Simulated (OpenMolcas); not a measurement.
# A ladder of methods for CH5FOSn (SMILES [CH3][SnH]([OH])[F])

CH5FOSn has 9 atoms, charge 0, and is taken as a singlet. SMILES: `[CH3][SnH]([OH])[F]`. The coordinates come from a PBE0-D4/def2-TZVP relaxation. This is one conformer, not always the lowest.

```xyz
9

C    -0.3480    1.3209   -0.1726
Sn   -0.2712   -0.7574    0.2376
O     1.5274   -1.3464    0.7250
F    -0.6132   -1.5960   -1.4646
H    -1.3617    1.6034   -0.4558
H    -0.0436    1.8854    0.7085
H     0.3298    1.5391   -0.9976
H    -1.3087   -1.4770    1.3718
H     2.1777   -1.2184    0.0306
```

Quantity: the dipole moment, in D. The values are calculated.

| level | kind | program | value (D) | CPU time |
| --- | --- | --- | --- | --- |
| HF/def2-SVP (core potential) | Hartree–Fock | OpenMolcas | 3.23 | 7.4 s |
| SVWN5/def2-SVP (core potential) | LDA | OpenMolcas | 2.76 | 19 s |
| BLYP/def2-SVP (core potential) | GGA | OpenMolcas | 2.70 | 30 s |
| PBE/def2-SVP (core potential) | GGA | OpenMolcas | 2.71 | 28 s |
| revPBE/def2-SVP (core potential) | GGA | OpenMolcas | 2.70 | 30 s |
| TPSS/def2-SVP (core potential) | meta-GGA | OpenMolcas | 2.74 | 40 s |
| M06-2X/def2-SVP (core potential) | hybrid meta-GGA | OpenMolcas | 2.94 | 31 s |
| PBE0/def2-SVP (core potential) | global hybrid | OpenMolcas | 2.89 | 25 s |

The values span 2.70 to 3.23 D. Magnitudes only. Times are those of the runs behind each value, whatever else they computed, on shared processors of several kinds: orders of magnitude only.
